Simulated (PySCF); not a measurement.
**Trend along group 15: MF cations**

CCSD(T) with double-zeta basis sets in PySCF, for the lowest determinant that a PBE0 search found; no spin–orbit coupling. De refers to high-spin ground-configuration atoms (the charge goes to the atom of lower measured ionisation energy or higher electron affinity, which is not always the lowest computed limit).

```json
{"M": "As", "basis": "pcseg-1", "reference, frozen orbitals": "UHF, 10", "charged atom": "As+", "state (unpaired electrons)": "doublet (π ↑)", "Re (Å)": "1.718", "ωe (cm⁻¹)": "776", "De (eV)": "3.82"}
{"M": "Sb", "basis": "x2c-SVPall", "reference, frozen orbitals": "UHF, 19", "charged atom": "Sb+", "state (unpaired electrons)": "doublet (π ↑)", "Re (Å)": "1.889", "ωe (cm⁻¹)": "710", "De (eV)": "3.58"}
{"M": "Bi", "basis": "def2-SVP", "reference, frozen orbitals": "UHF, 5", "charged atom": "Bi+", "state (unpaired electrons)": "doublet (π ↑)", "Re (Å)": "1.991", "ωe (cm⁻¹)": "646", "De (eV)": "n/a"}
```

The shortest bond is that of AsF⁺ (1.718 Å), the longest that of BiF⁺ (1.991 Å).

The rows differ in basis set, which adds steps of its own.

Down a group the atoms grow and get heavier, so bonds lengthen and wavenumbers fall; this series shows no clear exception.

Correlated steps freeze the inner cores (5 to 19 orbitals); shallow outer-core shells are correlated. Correlated levels converge slowly with the basis: in double zeta they bind strong bonds too weakly, by up to about 1 eV, and carry superposition errors of some tenths. Spin–orbit coupling is left out, which matters for elements this heavy, above all for dissociation energies. For an ion De counts to the pair picked by the measured ionisation energies or electron affinities, which need not be the lowest pair at this level. States were picked by a PBE0 search and need not be the measured ground states.
